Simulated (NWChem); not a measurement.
System meant: SiH4S2; SMILES S[SiH2]S

The following NWChem deck was run.

```
start job
memory heap 200 mb stack 900 mb global 1100 mb
geometry units angstroms noautoz
  Si     0.000000     0.000000    -0.722600
  S      1.824916     0.051381     0.426483
  S     -1.824916    -0.051381     0.426483
  H      0.102166     1.220343    -1.557501
  H     -0.102166    -1.220343    -1.557501
  H      1.628297    -1.111258     1.086723
  H     -1.628297     1.111258     1.086723
end
basis spherical
  Si library def2-svp
  S library def2-svp
  H library def2-svp
end
dft
  odft
  mult 2
  xc b3lyp
  iterations 150
  mulliken
end
task dft energy
```

End of the output:

```
 ==============================================================================
                                 internuclear angles
 ------------------------------------------------------------------------------
        center 1       |       center 2       |       center 3       |  degrees
 ------------------------------------------------------------------------------
    2 S                |   1 Si               |   3 S                |   115.63
    2 S                |   1 Si               |   4 H                |   102.83
    2 S                |   1 Si               |   5 H                |   112.21
    3 S                |   1 Si               |   4 H                |   112.21
    3 S                |   1 Si               |   5 H                |   102.83
    4 H                |   1 Si               |   5 H                |   111.43
    1 Si               |   2 S                |   6 H                |    96.70
    1 Si               |   3 S                |   7 H                |    96.70
 ------------------------------------------------------------------------------
                            number of included internuclear angles:          8
 ==============================================================================

 Summary of "ao basis" -> "" (spherical)
 ------------------------------------------------------------------------------
       Tag                 Description            Shells   Functions and Types
 ---------------- ------------------------------  ------  ---------------------
 Si                         def2-svp                 8       18   4s3p1d
 S                          def2-svp                 8       18   4s3p1d
 H                          def2-svp                 3        5   2s1p

                                 NWChem DFT Module
                                 -----------------

 Summary of "ao basis" -> "ao basis" (spherical)
 ------------------------------------------------------------------------------
       Tag                 Description            Shells   Functions and Types
 ---------------- ------------------------------  ------  ---------------------
 Si                         def2-svp                 8       18   4s3p1d
 S                          def2-svp                 8       18   4s3p1d
 H                          def2-svp                 3        5   2s1p

      Symmetry analysis of basis
      --------------------------

        a          38
        b          36

  number of electrons :                   50
  multiplicity        :                    2
 ------------------------------------------------------------------------
  no. of electrons and multiplicity not compatible                  50
 ------------------------------------------------------------------------
 ------------------------------------------------------------------------
  current input line :
    24: task dft energy
 ------------------------------------------------------------------------
 ------------------------------------------------------------------------
 There is an error in the input file
 ------------------------------------------------------------------------
 For more information see the NWChem manual at https://nwchemgit.github.io

0: no. of electrons and multiplicity not compatible:Received an Error in Communication
```

Question: What is wrong, and how is it mended?

Answer: The program refused the input. Cause: the multiplicity doesn't fit the number of electrons (an even count wants an odd multiplicity, and the reverse). This input runs:
```
start job
memory heap 200 mb stack 900 mb global 1100 mb
geometry units angstroms noautoz
  Si     0.000000     0.000000    -0.722600
  S      1.824916     0.051381     0.426483
  S     -1.824916    -0.051381     0.426483
  H      0.102166     1.220343    -1.557501
  H     -0.102166    -1.220343    -1.557501
  H      1.628297    -1.111258     1.086723
  H     -1.628297     1.111258     1.086723
end
basis spherical
  * library def2-svp
end
dft
  xc b3lyp
  iterations 150
  mulliken
end
task dft energy
```
It converges to -1088.04395 Ha (B3LYP/def2-SVP).
